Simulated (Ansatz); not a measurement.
Mulliken charges of `C#[C][SnH]([CH3])[Cl]` from ωB97M-V/def2-TZVPP in Ansatz (PBE0-D4/def2-TZVP geometry).

| atom | x (Å) | y (Å) | z (Å) | charge (e) |
| --- | --- | --- | --- | --- |
| C1 | 2.546 | 0.033 | 1.304 | -0.063 |
| C2 | 1.632 | -0.149 | 0.539 | -0.548 |
| Sn3 | 0.040 | -0.419 | -0.768 | 0.952 |
| C4 | -1.668 | 0.643 | -0.093 | -0.594 |
| Cl5 | -0.496 | -2.689 | -0.673 | -0.356 |
| H6 | 3.357 | 0.185 | 1.980 | 0.224 |
| H7 | 0.546 | -0.117 | -2.363 | -0.076 |
| H8 | -2.508 | 0.442 | -0.757 | 0.152 |
| H9 | -1.910 | 0.308 | 0.914 | 0.160 |
| H10 | -1.455 | 1.712 | -0.081 | 0.150 |

Q: By hand: the dipole of these point charges (1 e Å = 4.8032 D).

A: Σ q r = (-0.044, 0.680, -0.172) e Å, of length 0.703 e Å = 3.38 D.

Q: How does the dipole of the full density compare? (An estimate is asked.)

A: Ansatz gave: (-0.031, 0.590, 0.039) e Å, 2.84 D; the point charges give 1.19 times that, at 18° from its direction.

Point charges leave out the atoms' own dipoles, such as those of lone pairs, and Mulliken's split depends on the basis, so the two needn't agree.
